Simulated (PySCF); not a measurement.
## How methods differ on the ionisation energy of Cu⁺

Cu⁺ [Ar] 3d10 (1S) → Cu²⁺ [Ar] 3d9 (2D), as a difference of total energies. Calculation: PySCF 2.14, in cc-pVTZ-DK (7s6p4d2f1g, 68 functions); scalar relativity by spin-free X2C-1e. Correlated levels: valence: [Ar] frozen. The calculations carry no spin-orbit coupling.

Problem. Order these methods by the ionisation energy they give, lowest first.
A. PBE0
B. UHF
C. MP2 (valence)
D. BP86

Solution. B (17.146 eV), A (20.236 eV), C (20.694 eV), D (21.031 eV).

The reference lies between the lowest fine-structure levels, while these numbers refer to the centres of the terms.

Errors of the correlated levels include the incompleteness of this basis and the frozen core.

For comparison: 20.292 eV (measured; NIST Atomic Spectra Database, ionization energies).
